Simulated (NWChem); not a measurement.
# NbOCl₃; SMILES [Cl][Nb](=[O])([Cl])[Cl]

```xyz
5

Nb     0.0000     0.0000     0.2166
O      0.0000     0.0000     1.8891
Cl    -1.2174     1.8044    -0.4705
Cl     2.1714     0.1521    -0.4705
Cl    -0.9539    -1.9565    -0.4705
```
Atoms are numbered in this order, from 1.

Program: NWChem. All runs use the structure optimised with PBE0/def2-SVP. def2 effective core potentials on Nb; no spin-orbit coupling.

For level BP86/def2-SVP:

| Item | Value |
|---|---|
| highest occupied level (eV) | -8.43 |
| orbital gap (eV) | 4.37 |

Problem. What are these values for level MPW1K/def2-SVP?

Solution. 
- highest occupied level (eV): -10.96
- orbital gap (eV): 8.07
